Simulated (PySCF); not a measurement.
# Dipole response of Cd⁺ (cadmium, charge +1)

[Kr] 4d10 5s1, 2S determinant. All numbers are calculated (PySCF 2.14, scalar relativity by spin-free X2C-1e, in x2c-QZVPPall with one added diffuse shell each of s, p, d, f, g type (14s9p8d5f3g, 143 functions)). Coupled (time-dependent) response in atomic units; α is the mean over directions.

| method | mean α (bohr³) | C₆ (like pair) | S(−4) |
| --- | --- | --- | --- |
| M06-2X | 21.44 | 124.3 | 310.8 |

S(−4) is the Cauchy moment in α(ω) = α(0) + S(−4) ω² + …

α(iu) at M06-2X:

| u (hartree) | α(iu) (bohr³) |
| --- | --- |
| 0 | 21.44 |
| 0.0500 | 20.70 |
| 0.100 | 18.84 |
| 0.200 | 14.42 |
| 0.300 | 11.09 |
| 0.500 | 7.439 |
| 0.750 | 5.274 |
| 1.00 | 4.068 |
| 1.50 | 2.716 |
| 2.00 | 1.962 |
| 3.00 | 1.160 |
| 5.00 | 0.5373 |

For an ion, C₆ is the dispersion term alone; charge-induced terms of lower order in 1/R come first.
